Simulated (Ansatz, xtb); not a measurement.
**A geometry optimisation of C5H13N2+ with r2SCAN-D4/def2-SVP**

The starting geometry of this gas-phase singlet was built from a drawn formula by distance geometry and a force field; its bonds are those of `CN(C)/C=C\C[NH3+]`.

```xyz
20

C     2.4137    0.1772    1.8484
C     0.1749    1.0103    1.3167
C     0.8983   -1.1394    0.3963
C     0.5711   -1.4651   -0.8271
C     0.5604   -0.5006   -2.0041
N     1.3177    0.1544    0.8410
N     1.5665    0.5445   -1.8805
H     2.6830    1.2523    1.9836
H     2.1270   -0.2275    2.8142
H     3.3048   -0.3355    1.4889
H    -0.5646    1.0572    0.5386
H     0.5174    2.0492    1.5083
H    -0.2964    0.6163    2.2072
H     0.9786   -1.8975    1.1459
H     0.2702   -2.4839   -1.0698
H     0.8191   -1.0738   -2.9417
H    -0.4017   -0.0585   -2.1393
H     1.5678    0.8110   -0.8717
H     2.5620    0.1486   -2.0099
H     1.4076    1.3499   -2.4721
```

Where would you expect an optimisation with r2SCAN-D4/def2-SVP to take it?

It rearranges, giving a structure given below by its coordinates. Contacts that open: N7–H18 (1.04 → 1.62 Å). Contacts that close: N6–H18 (1.85 → 1.10 Å).

The energy falls by 0.68 eV over 16 steps:

```
step  E − E(last) (eV)
   1             0.678
   3             0.225
   4             0.198
   6             0.153
   8             0.034
   9             0.016
  11             0.002
  13             0.000
  14             0.000
  16             0.000
```

Final geometry (Å):

| atom | x (Å) | y (Å) | z (Å) |
| --- | --- | --- | --- |
| C | 2.4543 | 0.2003 | 1.6033 |
| C | 0.1440 | 1.0590 | 1.4297 |
| C | 0.7414 | -1.0869 | 0.4211 |
| C | 0.5586 | -1.4458 | -0.8535 |
| C | 0.7889 | -0.6162 | -2.0832 |
| N | 1.2157 | 0.2533 | 0.7805 |
| N | 1.5904 | 0.5955 | -1.8205 |
| H | 2.7938 | 1.2247 | 1.8058 |
| H | 2.2426 | -0.3138 | 2.5516 |
| H | 3.2254 | -0.3510 | 1.0505 |
| H | -0.7133 | 1.1239 | 0.7481 |
| H | 0.5338 | 2.0631 | 1.6441 |
| H | -0.1647 | 0.5724 | 2.3657 |
| H | 0.5405 | -1.7454 | 1.2727 |
| H | 0.1754 | -2.4575 | -1.0253 |
| H | 1.2392 | -1.2511 | -2.8669 |
| H | -0.1972 | -0.3219 | -2.4855 |
| H | 1.4458 | 0.6811 | -0.2047 |
| H | 2.5731 | 0.4320 | -2.0510 |
| H | 1.2894 | 1.3733 | -2.4096 |

From the same start GFN2-xTB reaches the same bonding as this run.

The end wasn't checked by frequencies. Run with Ansatz 0.2.0, 73 s on 2 threads of Intel(R) Xeon(R) Processor @ 2.70GHz, with other jobs on the host.
